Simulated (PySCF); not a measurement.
**Calculated properties of `C#Cc1cnn(n1)[SiH](C)C`**

C6H9N3Si.
Atom-mapped SMILES: `[CH:1]#[C:2][c:3]1[cH:4][n:5][n:6]([SiH:7]([CH3:8])[CH3:9])[n:10]1` (hydrogens: H11 on C1; H12 on C4; H13 on Si7; H14, H15, H16 on C8; H17, H18, H19 on C9)

Structural features include: alkyne, pyridine-type ring nitrogen, pyrrole-type ring nitrogen, Si–H bond and C–Si bond.

**GFN2-xTB geometry**

| Item | Value |
| --- | --- |
| Point group of the GFN2-xTB geometry | Cs |
| Rotational constants A, B, C of the GFN2-xTB geometry | 2.413, 0.632, 0.597 GHz |

**PBE0/pcSseg-1 ground state and GIAO shieldings, non-relativistic (PySCF)**

| Quantity | Value |
| --- | --- |
| Dipole moment | 1.17 D |
| HOMO energy | -7.20 eV |
| LUMO energy | -0.74 eV |
| HOMO–LUMO gap | 6.46 eV |
| Lowest Hirshfeld atomic charge | -0.21 e on C8/C9 |
| Highest Hirshfeld atomic charge | +0.44 e on Si7 |
| 13C chemical shifts (computed TMS as zero) by class | 146.5 (C4), 138.3 (C3), 92.2 (C1), 79.3 (C2), -0.8 (C8/C9) ppm |
| 1H chemical shifts (computed TMS as zero) by class | 7.95 (H12), 5.67 (H13), 2.97 (H11), 0.50 (H14/H15/H16/H17/H18/H19) ppm |
| Isotropic shieldings of nuclei other than C and H, by class | -117 (N10), -114 (N5), -20 (N6), 346 (Si7) ppm |
| Mayer bond orders between heavy atoms | C1–C2 2.33, C2–C3 0.90, C3–C4 1.27, C4–N5 1.56, N5–N6 1.20, N6–Si7 0.67, Si7–C8 0.98, Si7–C9 0.98, N6–N10 1.24, N10–C3 1.43 |

Monoisotopic mass from the formula: 151.0566 u.

With B = h/(8π²I), that is 505.379 GHz u Å² over I, the principal moments of inertia are 209.4, 800.0 and 846.2 u Å² (most abundant isotopes); the inertial defect Ic − Ia − Ib is -163.2 u Å² (zero for a rigid planar frame, negative otherwise). The rotational constants make it an asymmetric top with κ = (2B − A − C)/(A − C) = -0.96, nearer the prolate limit (−1). A dipole of 1.17 D is allowed in Cs, and pure rotational transitions are dipole-allowed. The dipole equals about 3.9 × 10⁻³⁰ C·m (1 D = 3.33564 × 10⁻³⁰ C·m).

Isolated species at its GFN2-xTB geometry (one conformer only). NMR classes are plain means over equivalent atoms (diastereotopic ones count apart unless rotation or inversion swaps them), as if these changed places fast; in this geometry the members of some classes differ.

For the NMR shielding job (PBE0/pcSseg-1), on Arm Neoverse V2, one thread (shared host), this took 37 s wall and 1.1 GiB of memory at its peak.

Shape of the structure used: `[CH:1]#[C:2][c:3]1[cH:4][n:5][n:6]([SiH:7]([CH3:8])[CH3:9])[n:10]1`: N5–N6–Si7–C8 -120°.
